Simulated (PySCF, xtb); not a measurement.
O2Si2, SMILES o1[si]2o[si]1=2.

GFN2-xTB run with xtb at its own geometry gives an orbital gap of 2.81 eV and a dipole moment of 0.00 D.

Geometry: B3LYP-D3(BJ)/def2-SVP.

### Question
What does M06-2X/def2-TZVPD (PySCF) give? (The exact figures need the calculation; the answer reports its results.)

### Answer
gap 6.53 eV (levels -8.09 and -1.56 eV), dipole 0.00 D.
